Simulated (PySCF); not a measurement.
PySCF job for WF2H4, SMILES [F][WH4][F], multiplicity 1, PBE0-D3(BJ)/def2-TZVP. Geometry: PBE0-D3(BJ)/def2-TZVP. A frequency run showed that this geometry is not a minimum. The spin state was assumed, not searched. The structure was generated by enumeration; whether it is a known compound was not checked. The def2 effective core potentials stand for the cores of W; spin–orbit coupling is left out.

```python
import numpy as np
from pyscf import gto, scf, dft, df
from pyscf.hessian import thermo

mol = gto.M(
    atom='''
    W     0.00000000   -0.00000000   -0.08255109
    F     1.81688587    0.00000000    0.42585647
    F    -1.81688587    0.00000000    0.42585647
    H    -0.87230928    0.00000001   -1.52388707
    H    -0.00000000   -1.46196442    0.74556902
    H    -0.00000001    1.46196440    0.74556904
    H     0.87230927    0.00000001   -1.52388707
    ''',
    basis='def2-TZVP',
    ecp={'W': 'def2-tzvp'},
    charge=0,
    spin=0,
    max_memory=1600,
    verbose=3,
)
mf = dft.RKS(mol, xc='pbe0').density_fit(auxbasis='def2-universal-jkfit')
mf.disp = 'd3bj'
mf.grids.level = 3
mf.conv_tol = 1e-11
mf.max_cycle = 100
mf.kernel()

# [left out here: the lines that compute and print the analytic Hessian (its translational invariance restored by hand, since the grid's response is missing), thermochemistry and intensities]
```

It prints:

```
converged SCF energy = -269.058735140268

WARN: DFTD3 does not support analytical Hessian, using finite difference


WARN: Mole.unit (angstrom) is changed to Bohr

Mode                                 0                   1                   2
Irrep
Freq [cm^-1]                     -168.6649            177.8536            232.7276
Reduced mass [au]                   1.0285              2.1321             19.0155
Force const [Dyne/A]               -0.0172              0.0397              0.6068
Char temp [K]                    -242.6712            255.8918            334.8432
Normal mode                   x     y     z       x     y     z       x     y     z
       0   W                -0.00  0.00 -0.00    0.00  0.02 -0.00    0.00 -0.00 -0.03
       1   F                 0.00  0.02  0.00   -0.00 -0.11  0.00   -0.06  0.00  0.14
       2   F                -0.00 -0.02  0.00   -0.00 -0.11  0.00    0.06  0.00  0.14
       3   H                 0.00  0.68  0.00    0.00 -0.31 -0.00   -0.04  0.00 -0.02
       4   H                -0.14  0.00  0.00    0.00  0.20  0.30    0.00 -0.00 -0.04
       5   H                 0.14  0.00 -0.00   -0.00  0.20 -0.30    0.00  0.00 -0.04
       6   H                 0.00 -0.68  0.00    0.00 -0.31  0.00    0.04  0.00 -0.02
Mode                                 3                   4                   5
Irrep
Freq [cm^-1]                      638.2024            654.2286            840.3668
Reduced mass [au]                  13.3049             18.9370              1.0542
Force const [Dyne/A]                3.1929              4.7755              0.4386
Char temp [K]                     918.2312            941.2894           1209.1007
Normal mode                   x     y     z       x     y     z       x     y     z
       0   W                -0.03  0.00 -0.00   -0.00 -0.00  0.01   -0.00 -0.00 -0.00
       1   F                 0.14 -0.00  0.04   -0.15  0.00 -0.05   -0.03 -0.00  0.00
       2   F                 0.14 -0.00 -0.04    0.15  0.00 -0.05   -0.03 -0.00 -0.00
       3   H                 0.00 -0.00 -0.01   -0.02  0.00  0.00    0.10  0.00 -0.06
       4   H                 0.13  0.00  0.00    0.00 -0.01  0.01    0.68  0.00  0.00
       5   H                 0.13 -0.00  0.00    0.00  0.01  0.01    0.68 -0.00  0.00
       6   H                 0.00 -0.00  0.01    0.02  0.00  0.00    0.10  0.00  0.06
Mode                                 6                   7                   8
Irrep
Freq [cm^-1]                      854.6413            870.5283            908.9043
Reduced mass [au]                   1.0624              1.0185              1.0309
Force const [Dyne/A]                0.4572              0.4548              0.5018
Char temp [K]                    1229.6386           1252.4963           1307.7109
Normal mode                   x     y     z       x     y     z       x     y     z
       0   W                -0.01 -0.00 -0.00    0.00 -0.01  0.00   -0.00  0.00  0.00
       1   F                 0.01 -0.00 -0.03   -0.00 -0.00  0.00    0.00 -0.02 -0.00
       2   F                 0.01 -0.00  0.03   -0.00 -0.00 -0.00    0.00  0.02  0.00
       3   H                 0.59  0.00 -0.33   -0.00  0.52  0.00    0.00  0.16 -0.00
       4   H                -0.11  0.00  0.00    0.00  0.22  0.41    0.68 -0.00 -0.00
       5   H                -0.11  0.00 -0.00   -0.00  0.22 -0.41   -0.68 -0.00  0.00
       6   H                 0.59  0.00  0.33   -0.00  0.52 -0.00    0.00 -0.16  0.00
Mode                                 9                  10                  11
Irrep
Freq [cm^-1]                     1063.3256           1258.5406           2018.7513
Reduced mass [au]                   1.0164              1.0118              1.0102
Force const [Dyne/A]                0.6771              0.9442              2.4257
Char temp [K]                    1529.8889           1810.7597           2904.5337
Normal mode                   x     y     z       x     y     z       x     y     z
       0   W                -0.00  0.00  0.01    0.00 -0.00  0.00    0.00 -0.00  0.00
       1   F                 0.00  0.00 -0.00   -0.01  0.00  0.01    0.00  0.00 -0.00
       2   F                -0.00  0.00 -0.00    0.01  0.00  0.01    0.00 -0.00  0.00
       3   H                 0.01 -0.00  0.01    0.62  0.00 -0.34   -0.35  0.00 -0.61
       4   H                 0.00 -0.38 -0.59    0.00 -0.01  0.01   -0.00 -0.00  0.00
       5   H                 0.00  0.38 -0.59    0.00  0.01  0.01   -0.00  0.00  0.00
       6   H                -0.01 -0.00  0.01   -0.62 -0.00 -0.34   -0.35 -0.00  0.61
Mode                                12                  13                  14
Irrep
Freq [cm^-1]                     2071.7097           2085.9426           2088.4099
Reduced mass [au]                   1.0201              1.0175              1.0100
Force const [Dyne/A]                2.5795              2.6084              2.5954
Char temp [K]                    2980.7290           3001.2070           3004.7569
Normal mode                   x     y     z       x     y     z       x     y     z
       0   W                 0.00  0.00 -0.01    0.00 -0.01  0.00   -0.00 -0.00 -0.00
       1   F                -0.00 -0.00  0.00   -0.00  0.00 -0.00    0.00  0.00  0.00
       2   F                 0.00 -0.00  0.00    0.00  0.00 -0.00   -0.00  0.00  0.00
       3   H                 0.33 -0.00  0.61    0.00  0.01  0.00   -0.06  0.00 -0.10
       4   H                 0.00 -0.09  0.07    0.00  0.61 -0.35   -0.00 -0.59  0.37
       5   H                 0.00  0.09  0.07   -0.00  0.61  0.35   -0.00  0.59  0.37
       6   H                -0.33 -0.00  0.61   -0.00  0.01  0.00    0.06  0.00 -0.10
temperature 298.1500 [K]
pressure 101325.00 [Pa]
Rotational constants [GHz] 27.68684 3.84983 3.58657
Symmetry number 2
Zero-point energy (ZPE) 0.03591 [Eh]   94290.453 [J/mol]
                           tot       elec      trans        rot        vib
Entropy [J/mol/K]       295.899      0.000    176.342     95.679     23.878
Cv [J/mol/K]             59.388      0.000     12.472     12.472     34.444
Cp [J/mol/K]             67.702      0.000     20.786     12.472     34.444
Internal energy [J/mol]                      3718.434   3718.434  98669.668
Internal energy [Eh]   -269.01832  -269.05874
Enthalpy [J/mol]                             6197.391   3718.434  98669.668
Enthalpy [Eh]          -269.01738
Gibbs free energy [J/mol]                  -46378.920 -24808.377  91550.460
Gibbs free energy [Eh] -269.05098
mode   freq/cm-1   IR/(km/mol)
   1     -168.66         0.000
   2      177.85        11.822
   3      232.73         0.104
   4      638.20       250.486
   5      654.23        25.212
   6      840.37         1.552
   7      854.64         6.807
   8      870.53        32.578
   9      908.90         0.000
  10     1063.33         0.003
  11     1258.54        15.372
  12     2018.75       147.379
  13     2071.71       171.496
  14     2085.94        88.738
  15     2088.41        18.142
max |gradient| / (hartree/bohr): 7.678778141221743e-05
APT charges: [ 1.7807 -0.5952 -0.5952 -0.1722 -0.1229 -0.1229 -0.1722]
```

The run converged. The end point has an imaginary mode, so it is no minimum.

Cost: roughly 2.4 core-minutes.
